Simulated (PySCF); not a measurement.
How methods differ on the ionisation energy of Sr

Sr [Kr] 5s2 (1S) → Sr⁺ [Kr] 5s1 (2S), as a difference of total energies. All numbers are calculated (PySCF 2.14, the spin-free X2C one-electron Hamiltonian (Gaussian nucleus), in aug-cc-pwCVTZ-X2C with one added diffuse shell each of s, p, d, f type (11s10p8d4f, 109 functions)). Correlated levels: valence: [Kr] frozen. The calculations carry no spin-orbit coupling.

Q: Order these methods by the ionisation energy they give, lowest first.
A. SCS-MP2 (valence)
B. UHF
C. MP2 (valence)
D. CCSD (valence)

A: B (4.744 eV), C (5.259 eV), A (5.362 eV), D (5.451 eV).

Errors of the correlated levels include the incompleteness of this basis and the frozen core.

With two correlated electrons CCSD is exact in that space.

For comparison: 5.695 eV (measured; NIST Atomic Spectra Database, ionization energies).
